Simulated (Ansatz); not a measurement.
Geometry optimisation, RKS PBE-D4/def2-SVP (Ansatz 0.2.0).

Input:

```yaml
crystal:
  periodic: [false, false, false]
  atoms:
    - { symbol: Sn, position_ang: [0.177759, 0.0, -0.100995] }
    - { symbol: H, position_ang: [0.14088, 0.0, 1.639028] }
    - { symbol: H, position_ang: [1.855132, 0.0, -0.517308] }
    - { symbol: H, position_ang: [-0.561985, 1.426553, -0.707228] }
    - { symbol: H, position_ang: [-0.561985, -1.426553, -0.707228] }
    - { symbol: F, position_ang: [-2.492336, 0.0, 1.416598] }
    - { symbol: H, position_ang: [-1.698764, 0.0, 1.906432] }
basis:
  gaussian: { orbitals: def2-SVP }
hamiltonian:
  xc: pbe
  dispersion: d4
relax:
  f_tol: 0.03
  max_steps: 50
```

Launched with:

```bash
$ ansatz run input.yaml --threads 1 --pin off --max-ram 2048MiB --backend cpu --events-out ev --progress --plain --runs-dir out
```

**Question.** Where does it end, and by what steps?

**Answer.** It converged. The force dipped under the threshold on the way, but the program's further checks kept it going. After 5 steps the energy has fallen by 0.006 eV; F6 moved furthest, 0.07 Å.

| step | energy less start (eV) | largest force component (eV/Å) | accepted |
| --- | --- | --- | --- |
| 0 | 0.0000 | 0.364 | yes |
| 1 | 0.0007 | 0.509 | no |
| 2 | -0.0053 | 0.014 | yes |
| 3 | -0.0037 | 0.283 | no |
| 4 | -0.0056 | 0.090 | yes |
| 5 | -0.0058 | 0.004 | yes |

```xyz
7
Properties=species:S:1:pos:R:3
Sn 0.187 0.000 -0.119
H 0.074 0.000 1.622
H 1.874 0.000 -0.491
H -0.555 1.424 -0.730
H -0.555 -1.424 -0.730
F -2.510 0.000 1.488
H -1.657 0.000 1.888
```

Time of the run: 7.5 s on 1 thread of Arm Neoverse V2, on a shared host, peak memory 0.11 GiB.
